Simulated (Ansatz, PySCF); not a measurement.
Dissociation curve of SMILES [OH2+][BH3-], singlet. The B1–O5 bond (B1 also carries H, H, H; O5 carries H, H) is stretched with both fragments frozen at the PBE0/def2-TZVP optimised geometry.

Methods: UCCSD(T) = CCSD(T) on UHF/cc-pVTZ, frozen core (Ansatz, an electronic-structure program); UKS-PBE = unrestricted PBE/cc-pVTZ run with Ansatz; UHF/STO-3G = PySCF 2.14.0 with unrestricted Hartree-Fock/STO-3G.

Energies are in kJ/mol, each relative to the lowest point of its own curve near equilibrium.

| R / Å | UCCSD(T) | UKS-PBE | UHF/STO-3G |
|---|---|---|---|
| 1.36 | 101.4 | 99.8 | 99.1 |
| 1.42 | 59.6 | 59.1 | [?] |
| 1.52 | 19.6 | 19.8 | 10.3 |
| 1.59 | 6.3 | 6.5 | 0.6 |
| 1.63 | 2.3 | 2.5 | 0.0 |
| 1.69 | 0.0 | 0.0 | [?] |
| 1.74 | 0.5 | 0.4 | 11.2 |
| 1.77 | [?] | 1.4 | 16.6 |
| 1.84 | 5.8 | 5.4 | 31.5 |
| 1.97 | 17.2 | 16.8 | 64.1 |
| 2.11 | 30.9 | 31.0 | 99.7 |
| 2.26 | 44.8 | 46.0 | 133.3 |
| 2.51 | 63.7 | 67.2 | [?] |
| 2.75 | 76.7 | 82.4 | 196.3 |
| 3.07 | 88.2 | 96.3 | 211.1 |
| 3.39 | 95.5 | 104.9 | 217.4 |
| 3.79 | 101.2 | 111.6 | 220.7 |
| 4.10 | 104.0 | 115.1 | 221.9 |
| 4.51 | 106.5 | 118.2 | [?] |
| 5.04 | 108.4 | 120.4 | 223.8 |
| 5.82 | 109.5 | 121.7 | [?] |

Task: Fill in the missing entries.

Result: 
- 1.42, UHF/STO-3G: 51.7
- 1.69, UHF/STO-3G: 4.2
- 1.77, UCCSD(T): 1.6
- 2.51, UHF/STO-3G: 173.7
- 4.51, UHF/STO-3G: 223.0
- 5.82, UHF/STO-3G: 224.4
